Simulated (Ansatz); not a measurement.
A nudged elastic band was laid between two geometries of C3H4AlF (9 atoms, charge 0, multiplicity 1).

Level of theory: RKS B3LYP/def2-SVP (Ansatz).

- movable images: 7
- climbing image: yes
- spring: 5.0 eV/Å²
- optimiser: quadratic models (default)
- start path: through a guess of the saddle point
- force threshold: 0.05 eV/Å
- iteration limit: 60
- end points: relaxed

Initial state:

```xyz
9
Properties=species:S:1:pos:R:3
F 1.926 1.333 1.164
C 0.841 0.726 0.671
C 0.879 -0.180 -0.339
C -0.511 -0.707 -0.695
Al -1.084 0.519 0.760
H 1.803 -0.500 -0.845
H -0.610 -1.797 -0.553
H -0.806 -0.486 -1.735
H -2.349 1.045 1.555
```

Final state:

```xyz
9
Properties=species:S:1:pos:R:3
F 1.763 1.583 0.621
C 0.789 0.778 0.295
C 1.080 -0.562 -0.044
C -0.157 -1.121 -0.323
Al -1.286 0.579 0.023
H 2.078 -1.025 -0.070
H -0.216 -2.178 -0.616
H -1.838 1.309 -1.279
H -2.125 0.591 1.376
```

(1) What changes between the two ends?

(2) What energy profile does the band end with?

(3) What is the geometry of the highest image?

(4) What are the harmonic wavenumbers there?

The band took 11 iterations and about 5 core-minutes.

Answers

(1) Bonds broken: C4–H8. Bonds formed: Al5–H8.

(2) The run converged. The highest image is number 4 of 0 to 8, 2.27 eV above the first end and 1.03 eV above the last; the last end lies 1.24 eV above the first. A vibrational analysis at the climbing image gives one clearly imaginary mode, 882i cm⁻¹: a first-order saddle point. The orbitals stay closed-shell, which can raise the energy where a bond breaks towards radicals; this wasn't checked here.

| image | path coordinate (Å) | energy (eV) | C4–H8 (Å) | Al5–H8 (Å) |
| --- | --- | --- | --- | --- |
| 0 | 0.00 | 0.00 | 1.10 | 2.70 |
| 1 | 0.40 | 0.08 | 1.10 | 2.53 |
| 2 | 0.81 | 0.40 | 1.12 | 2.24 |
| 3 | 1.21 | 1.49 | 1.36 | 1.90 |
| 4 | 1.62 | 2.27 | 1.82 | 1.73 |
| 5 | 2.09 | 1.90 | 2.30 | 1.62 |
| 6 | 2.56 | 1.50 | 2.66 | 1.59 |
| 7 | 3.03 | 1.29 | 2.94 | 1.59 |
| 8 | 3.50 | 1.24 | 3.11 | 1.59 |

(3) 
```xyz
9
Properties=species:S:1:pos:R:3:forces:R:3
F 1.838 1.560 0.895 0.00 0.00 0.00
C 0.863 0.715 0.608 0.00 0.00 0.00
C 1.046 -0.388 -0.183 0.00 0.01 0.00
C -0.266 -0.998 -0.317 0.01 0.00 0.00
Al -1.185 0.466 0.511 0.00 -0.01 0.00
H 1.963 -0.657 -0.724 0.00 0.00 0.00
H -0.428 -1.875 -0.953 0.00 0.00 0.00
H -1.299 0.221 -1.199 0.00 0.00 0.00
H -2.444 0.911 1.346 0.00 0.00 0.00
```

(4) 882i, 266, 299, 394, 502, 524, 586, 614, 724, 808, 875, 932, 1011, 1169, 1258, 1273, 1461, 1564, 1971, 3132, 3197 cm⁻¹.

Run time: 2.8 min on 2 threads of Arm Neoverse V2, with other jobs on the host, peak memory 0.19 GiB.
